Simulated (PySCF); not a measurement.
**Nonlinear optical response: 4-pyridinecarboxaldehyde, C6H5NO**

Cartesian coordinates in Å; atom numbers follow the order of the lines, from 1:
```xyz
13

O     2.8254    0.9385   -0.0266
C     2.1418   -0.0493   -0.0868
C     0.6568   -0.0389   -0.0440
C    -0.0699   -1.2270   -0.1241
C    -1.4628   -1.1553   -0.0801
N    -2.1305   -0.0117    0.0348
C    -1.4312    1.1208    0.1112
C    -0.0407    1.1658    0.0767
H     2.5976   -1.0679   -0.1818
H     0.4384   -2.1904   -0.2192
H    -2.0644   -2.0692   -0.1411
H    -2.0114    2.0455    0.2054
H     0.5118    2.1055    0.1407
```

Theory: quadratic response CAM-B3LYP/aug-cc-pVDZ first hyperpolarisability, Taylor convention, gas phase in PySCF. Geometry: PBE0-D3(BJ)/def2-SVP.

Give β for the processes computed.

In au, Taylor convention; the vector part is βᵢ = ⅓ Σⱼ (βᵢⱼⱼ + βⱼᵢⱼ + βⱼⱼᵢ); β∥ is 3/5 of the vector part along the dipole, the dipole points from − to +:
```tsv
process	λ (nm)	β vector norm	β∥	β HRS	depolarisation ratio
static β(0;0,0)	∞	155.8	-48.2	61.7	5.91
second harmonic β(−2ω;ω,ω)	1907	168.9	-48.3	66.6	6.11
Pockels β(−ω;ω,0)	1907	159.9	-48.2	–	–
second harmonic β(−2ω;ω,ω)	1064	205.9	-47.9	80.5	6.73
Pockels β(−ω;ω,0)	1064	169.8	-48.3	–	–
```

Which lowest excitations, dipole and polarisabilities go with it?

S1 3.74 eV (f = 0.000); S2 4.46 eV (f = 0.003); S3 4.89 eV (f = 0.057); dipole 1.82 D; isotropic α 79.5 au static, 79.8 au at 1907 nm, 80.6 au at 1064 nm, 80.8 au at 953.5 nm, 84.1 au at 532 nm.
